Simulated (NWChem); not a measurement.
# C4H4OS; SMILES C=C=C1OCS1

```xyz
10

C      0.1377    -2.8868     0.0000
C     -0.0210    -1.5867     0.0000
C     -0.1394    -0.2844     0.0000
O     -1.2806     0.4778     0.0000
C     -0.6680     1.7534     0.0000
S      1.0325     1.0641     0.0000
H      0.2051    -3.4624    -0.9332
H      0.2051    -3.4624     0.9332
H     -0.9121     2.3305    -0.9062
H     -0.9121     2.3305     0.9062
```
Atoms are numbered in this order, from 1.

Results from NWChem. Pople sets run with spherical d functions. All runs use the structure optimised with PBE0/def2-SVP. GIAO values for the isolated, static molecule; σ is the absolute isotropic shielding, δ = σ(reference) − σ with the isolated reference molecule computed at the same levels (13C: tetramethylsilane, 1H: tetramethylsilane, 17O: water).

```
level           δ C1 (ppm)  δ C3 (ppm)  δ O4 (ppm)  δ C5 (ppm)  σ S6 (ppm)  δ H7 (ppm)  δ H9 (ppm)
--------------  ----------  ----------  ----------  ----------  ----------  ----------  ----------
KT2/pcSseg-1         101.4       139.3       149.3        72.9       348.7        6.21        5.40
B3LYP/6-311G**       103.7       146.6       146.5        73.0       337.6        6.04        5.29
PBE/pcSseg-1         108.0       145.5       147.3        74.9       329.9        6.36        5.44
B3LYP/6-31G*          94.4       133.3       108.5        66.9       382.6        5.71        5.21
```
